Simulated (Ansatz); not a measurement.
C₄H₁₂F₆NSb⁻, that is tetramethylammonium hexafluoroantimonate with one electron more. The state is a doublet with charge -1. Geometry PBE-D4/def2-SVP; atoms count from 1.

```xyz
24

C    -1.392    0.408   -0.650
N    -0.157    1.185   -0.249
C     1.036    0.659   -1.016
C     0.085    1.010    1.234
C    -0.352    2.630   -0.558
H    -1.373   -0.567   -0.096
H    -2.274    1.011   -0.355
H    -1.362    0.244   -1.741
H     0.985    1.083   -2.038
H     1.955    0.978   -0.493
H     0.953   -0.458   -1.046
H    -0.885    1.076    1.756
H     0.558    0.004    1.382
H     0.773    1.818    1.555
H    -1.161    3.033    0.081
H    -0.628    2.739   -1.624
H     0.590    3.175   -0.358
F    -0.960   -4.389    0.118
Sb    0.392   -2.964    0.623
F     0.607   -3.685    2.506
F    -1.186   -1.644    1.277
F     1.956   -4.044   -0.082
F     1.696   -1.303    1.066
F     0.145   -2.001   -1.292
```

In the def2 sets Sb takes a core potential; there is no spin–orbit coupling.

(1) Estimate the Mulliken populations from the PBE0/def2-SVP orbitals of Ansatz.

(2) Where does the spin sit?

(3) And the Mayer bond orders between heavy atoms (over 0.3)?

Answers

(1) 
```tsv
atom	charge (e)	spin (α − β)
C1	0.00	0.00
N2	-0.43	0.00
C3	0.01	0.00
C4	0.01	0.00
C5	0.05	0.00
H6	0.16	0.00
H7	0.03	0.00
H8	0.06	0.00
H9	0.03	0.00
H10	0.06	0.00
H11	0.16	0.00
H12	0.06	0.00
H13	0.16	0.00
H14	0.03	0.00
H15	0.07	0.00
H16	0.07	0.00
H17	0.07	0.00
F18	-0.49	0.11
Sb19	1.42	0.37
F20	-0.49	0.11
F21	-0.51	0.10
F22	-0.49	0.11
F23	-0.51	0.10
F24	-0.51	0.10
```
Mulliken values depend strongly on the basis.

(2) Summed by element: C -0.01, N 0.00, H 0.02, F 0.61, Sb 0.37, of 1 unpaired in all. Largest on single atoms: Sb19 0.37, F18 0.11, F22 0.11.

(3) C1–N2 0.86 (1.51 Å); N2–C3 0.87 (1.51 Å); N2–C4 0.87 (1.51 Å); N2–C5 0.93 (1.49 Å); F18–Sb19 0.74 (2.03 Å); Sb19–F20 0.74 (2.03 Å); Sb19–F21 0.50 (2.16 Å); Sb19–F22 0.74 (2.03 Å); Sb19–F23 0.50 (2.16 Å); Sb19–F24 0.50 (2.16 Å).
